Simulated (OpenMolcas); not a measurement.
Ir5+ among 6 point charges of -0.5 e arranged as a tetragonal octahedron (D4h), 1.8 Å from the ion, with the axial distance 1.638 Å.
```
   1.8000    0.0000    0.0000  -0.50
   0.0000    1.8000    0.0000  -0.50
  -1.8000    0.0000    0.0000  -0.50
   0.0000   -1.8000    0.0000  -0.50
   0.0000    0.0000    1.6380  -0.50
   0.0000    0.0000   -1.6380  -0.50
```

| Quantity | Value |
| --- | --- |
| Program | OpenMolcas |
| Method | CASSCF |
| Basis | ANO-RCC-VDZP [7s6p4d2f] |
| Scalar Hamiltonian | DKH2, point nucleus |
| Active space | 4 electrons in 5 orbitals (5d) |
| State averaging | 2S+1 = 5 even, 5 roots; 2S+1 = 3 even, 45 roots; 2S+1 = 1 even, 50 roots |
| Spin-orbit coupling | RASSI with atomic mean-field integrals over the reference wave functions |

Problem. What is the spin-free ground state (labels of D4, the rotations of D4h)?

Solution. 5A1, 1-fold in its orbital part, 100 % from free-ion D terms; it has the highest spin that d4 allows.

Problem. Where is the first state of the same spin?

Solution. 5B1 at 2710 cm-1 above the ground state.

Problem. What are the lowest two levels with spin-orbit coupling?

Solution. A 1-fold level A1, then a 2-fold level E 5010 cm-1 above it. Their leading multiplicities are 5 (65 %) and 5 (85 %).

Problem. What is χT at 300 K?

Solution. 0.05 cm3 K/mol.

Spin-orbit coupling mixes the spin-free states strongly: the lowest level takes only 22 % from its leading state, 5A1. Without dynamic correlation the repulsion within the d shell is too large (B by tens of per cent), so at a given field states of lower spin stand too high. Point charges give a weaker field than real ligands, and real ions of this kind are as a rule low spin; the high spin found here belongs to the model. This is an electrostatic model: the charges have no orbitals. No measured value stands beside these numbers.
